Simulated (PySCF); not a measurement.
**Calculated NMR parameters of N=C1CCCCC1**

```yaml
Formula: C6H11N
SMILES: N=C1CCCCC1
Point_group_of_the_computed_structure: C1
Degrees_of_unsaturation: 2
Carbon_signals: 6
Proton_signals: 6
```

Atom-mapped SMILES (the numbers label the heavy atoms): `[NH:1]=[C:2]1[CH2:3][CH2:4][CH2:5][CH2:6][CH2:7]1`; H(Xn) means a hydrogen on atom n.

- NMR shieldings at PBE0/pcSseg-1/GIAO
- geometry: GFN2-xTB
- program: PySCF 2.14
- single conformer, relativity neglected, averaged over atoms made equivalent by symmetry, fast rotation or ring inversion, in vacuum

δ = σ(ref) − σ, references computed at the same level: $^{1}$H (σ = 31.72 ppm), $^{13}$C (σ = 186.93 ppm) against TMS; $^{15}$N (σ = 267.73 ppm) against NH3.

| carbon | δC, type | δH (multiplicity) | HMBC from (2–3 bonds) | span of the C tensor (ppm) |
| --- | --- | --- | --- | --- |
| C2 | 183.3, C | – | H(C3), H(C7), H(C4), H(C6) | 245 |
| C3 | 42.6, CH2 | 2.36 (m) | H(C7), H(C4), H(C5) | 25 |
| C4 | 32.1, CH2 | 1.74 (m) | H(C3), H(C6), H(C5) | 15 |
| C5 | 30.2, CH2 | 1.58 (m) | H(C3), H(C7), H(C4), H(C6) | 10 |
| C6 | 32.1, CH2 | 1.68 (m) | H(C7), H(C4), H(C5) | 16 |
| C7 | 45.5, CH2 | 2.12 (m) | H(C3), H(C6), H(C5) | 36 |

Other nuclei:
```csv
atoms,nucleus,environment,δ (ppm),σ (ppm)
H(N1),$^{1}$H,hydrogen on an imine nitrogen,10.08,21.64
N1,$^{15}$N,imine nitrogen,341.5,-73.8
```

1. Carbon types of the structure: 1 × C, 5 × CH2, leaving 1 H on heteroatoms.
2. δC 183.3: C=N carbon.
3. δC 45.5, 42.6, 32.1, 32.1, 30.2: sp3 CH2 in a ring; aliphatic region, no heteroatom directly attached.
4. δH 10.08: hydrogen on an imine nitrogen; exchangeable, gas-phase position.
5. δH 2.36, 2.12, 1.74, 1.68, 1.58: hydrogen on an sp3 CH2 in a ring.

The OH or NH signal is concentration- and solvent-dependent in practice; the value given is the gas-phase one. Shifts are as computed. Against solution values, carbons near 30 ppm lie about +3 ppm off and those near 130 ppm about +5 ppm. Of 1211 compounds with measured shifts, 218 miss one by over three times the rms of a fit or turn the order of signals round; such compounds aren't used in these exercises. Experimental scales use liquid or dissolved standards, which lie at an offset from isolated NH3 (liquid NH3: subtract about 20 ppm). Unscaled 15N shifts of sp2 nitrogen come out 20 to 40 ppm too high even then. No couplings were computed; multiplicities are counted from neighbouring protons, with m where these are inequivalent, close in shift, in a saturated or five-membered ring or joined by F or P, and br s for small geminal =CH2 splittings.
